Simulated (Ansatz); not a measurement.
Cost and result for the atomization energy of `C[S][Ag-][P+](C)(C)C` (19 atoms, 18 bonds).

```xyz
19

C    -0.676   -3.426    2.768
S    -2.019   -2.577    1.879
Ag   -0.956   -0.921    0.650
P     0.029    0.778   -0.637
C    -0.735    1.056   -2.265
C     1.783    0.516   -1.046
C     0.026    2.439    0.107
H    -0.147   -2.754    3.444
H    -1.128   -4.221    3.364
H     0.041   -3.881    2.084
H    -0.227    1.855   -2.811
H    -0.692    0.135   -2.847
H    -1.785    1.322   -2.132
H     1.891   -0.419   -1.597
H     2.177    1.338   -1.648
H     2.363    0.435   -0.125
H    -1.003    2.744    0.307
H     0.499    3.171   -0.552
H     0.559    2.411    1.058
```

The species carries charge 0 and has multiplicity 1. Correlated methods include outer-core shells of Ag, which these sets cover unevenly. Ag: def2 effective core potential. All single points use the PBE0-D4/def2-TZVP geometry. It is one conformer, not always the lowest. Program: Ansatz. All runs use 4 threads of an AMD EPYC 7R13 on a shared host and a share of an NVIDIA H100 80 GB. Times are those of one run each, without the atoms' runs, and a repeat can differ threefold. Electronic energies, without spin–orbit coupling; frozen cores. CCSD(T)/CBS adds CCSD(T) − MP2 in def2-TZVPP to the MP2 limit, and its time is that of the two runs behind it. T1 = 0.014. With those shells the extrapolation isn't a true limit.

CCSD(T)/CBS is a level of theory with its own doubt, some kJ/mol a heavy atom from the limit and from the frozen cores, so smaller differences don't rank the functionals.

```
                             level  functions  wall time
           CAM-B3LYP-D4/def2-TZVPP        432      2.8 s
             r2SCANh-D4/def2-TZVPP        432      3.2 s
               PBE-QIDH/def2-TZVPP        432      3.8 s
            LDA (SPW92)/def2-TZVPP        432      4.2 s
                BLYP-D4/def2-TZVPP        432      4.3 s
                  CCSD(T)/def2-SVP        183      4.8 s
                PBE0-D4/def2-TZVPP        432      5.5 s
r2SCAN-D4/def2-TZVPP (with forces)        432      5.5 s
                 B97M-V/def2-TZVPP        432        7 s
  ωB97M-V/def2-TZVPP (with forces)        432        8 s
                    MP2/def2-QZVPP        816       12 s
                CCSD(T)/def2-TZVPP        432       55 s
                 CCSD(T)/CBS(def2)          –       66 s
```

(1) What atomization energy does each give, and how far from CCSD(T)/CBS? (Estimate.)

Results:

(1) Ansatz gave: 
```
                             level  atomization (kcal/mol)  difference from CCSD(T)/CBS  per bond
           CAM-B3LYP-D4/def2-TZVPP                  1615.0                          3.4       0.2
             r2SCANh-D4/def2-TZVPP                  1611.1                         -0.5       0.0
               PBE-QIDH/def2-TZVPP                  1602.6                         -9.0      -0.5
            LDA (SPW92)/def2-TZVPP                  1832.8                        221.2      12.3
                BLYP-D4/def2-TZVPP                  1603.8                         -7.8      -0.4
                  CCSD(T)/def2-SVP                  1522.2                        -89.4      -5.0
                PBE0-D4/def2-TZVPP                  1616.9                          5.3       0.3
r2SCAN-D4/def2-TZVPP (with forces)                  1618.7                          7.1       0.4
                 B97M-V/def2-TZVPP                  1616.5                          4.9       0.3
  ωB97M-V/def2-TZVPP (with forces)                  1619.0                          7.4       0.4
                    MP2/def2-QZVPP                  1608.9                         -2.7      -0.2
                CCSD(T)/def2-TZVPP                  1569.1                        -42.5      -2.4
                 CCSD(T)/CBS(def2)                  1611.6                          0.0       0.0
```

Leaving LDA and LC-ωPBE aside and taking each functional with its dispersion term where it has one, the values, not all of them listed here, spread over 63.9 kcal/mol, from BHLYP-D4 to PBE-D4. LDA lies +207.3 kcal/mol from PBE without D4, its usual overbinding. The D4 term adds +19.6 kcal/mol with B3LYP and +10.5 kcal/mol with PBE0; it sums over pairs of atoms, weighted by their polarisabilities, and B3LYP, whose exchange is more repulsive, gets the larger term. At CCSD(T), def2-SVP lies −89.4 kcal/mol from the extrapolated value and def2-TZVPP −42.5 kcal/mol: correlation converges slowly with the basis, and small sets miss more of it in the bonded molecule than in its fragments.

B3LYP here is the variant with VWN-RPA as its local correlation; programs differ in this.
